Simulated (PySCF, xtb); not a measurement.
C3H5NSSi, SMILES c1c(ncs1)[SiH3].

xtb with GFN2-xTB at its own geometry gives an orbital gap of 3.54 eV and a dipole moment of 0.82 D.

Coordinates come from a TPSSh-D3(BJ)/def2-SVP optimisation.

Problem. What does B3LYP/def2-TZVP (PySCF) give? (Estimate from the structure and the level; the computed values follow.)

Solution. gap 5.91 eV (levels -7.17 and -1.26 eV), dipole 1.75 D.
